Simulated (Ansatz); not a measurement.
`S[SiH2][TeH]` + `C#CCCl` → `ClC[SiH2][TeH]` + `C#CS`  (formal exchange of groups at the Si–S bond)

Computed with Ansatz on PBE0-D4/def2-TZVP structures; ΔE is electronic, products minus reactants. CBS: MP2 limit from def2 TZ/QZ plus the TZ coupled-cluster correction, frozen cores. This one scheme is used for every species. Functionals use def2-TZVPP. B3LYP here is the variant with VWN-RPA as its local correlation; programs differ in this. def2 core potentials past Kr. For Te outer-core shells are correlated without core-valence functions, which leaves a few kJ/mol of doubt a bond. Each species was taken in one conformer, which may not be the lowest.

| level | ΔE (kJ/mol) | difference from CCSD(T)/CBS |
| --- | --- | --- |
| PBE-D4 | 69.9 | -3.8 |
| r2SCAN-D4 | 71.6 | -2.1 |
| PBE0-D4 | 73.5 | -0.2 |
| B3LYP-D4 | 71.8 | -1.9 |
| ωB97M-V | 72.5 | -1.2 |
| B2PLYP | 72.5 | -1.2 |
| PBE | 70.3 | -3.4 |
| PBE0 | 73.9 | 0.2 |
| B3LYP | 72.2 | -1.5 |
| SCS-MP2/def2-TZVPP | 73.2 | -0.5 |
| CCSD(T)/def2-TZVPP | 72.3 | -1.4 |
| HF/def2-QZVPP | 81.1 | 7.4 |
| MP2/def2-QZVPP | 74.4 | 0.7 |
| SCS-MP2/def2-QZVPP | 74.1 | 0.4 |
| MP2/CBS(def2) | 75.0 | 1.3 |
| CCSD/CBS(def2) | 75.4 | 1.7 |
| CCSD(T)/CBS | 73.7 | 0 |

Largest T1 diagnostic among the species: 0.013.

From PBE to PBE0 (25 % exact exchange), in def2-TZVPP and without D4, ΔE moves by +3.6 kJ/mol. In def2-TZVPP, CCSD(T) changes the Hartree–Fock value by −8.9 kJ/mol (the triples alone add −1.7 kJ/mol) and MP2 by −7.6 kJ/mol.
